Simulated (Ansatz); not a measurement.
Ansatz (a quantum-chemistry and plane-wave program) input (PBE/def2-TZVPP): A basis named .json is the Basis Set Exchange file of that set (core-valence sets with the plain set on hydrogen).

Ansatz 0.2 input:
```yaml
crystal:
  periodic: [false, false, false]
  atoms:
    - {symbol: O, position_ang: [0.00000000, 0.00000000, 0.00000000]}
basis:
  gaussian:
    orbitals: def2-TZVPP
    fitting: {mean_field: def2-SV_P_-JKFIT.json}
hamiltonian:
  xc: {name: PBE}
magnetization: {spin_polarized: true, initial_magnetization: 2}
scf: {lower_state_search: full}
```

Output:

```
Functional definition: PBE
integrals: 0.00 GiB planned
77 factors; integrals over basis functions are off by at most 8.9e-1 eV
mean field: 0.05 GiB planned
mean field evaluation 1: about -2040.8231 eV, gradient 1.0e1 eV
mean field evaluation 2: about -2040.8234 eV, gradient 1.0e1 eV
mean field evaluation 4: about -2041.1132 eV, gradient 1.1e0 eV
mean field evaluation 8: about -2041.1174 eV, gradient 4.6e-4 eV
mean field evaluation 16: about -2041.1174 eV, gradient 1.9e-5 eV
mean field evaluation 32: about -2041.1174 eV, gradient 6.5e-3 eV
mean field -2041.11741938 eV, -75.0096816433 hartree, gradient 2.2e-5 eV, S^2 2.002783; 6 other end points of the search recorded, 0 dependent functions left out
reference -2041.11743285 eV, -75.0096821380 hartree; 5, 3 occupied and 26, 28 virtual orbitals, 77 factors
Total energy: -2041.11743285 eV, -75.0096821380 hartree
```
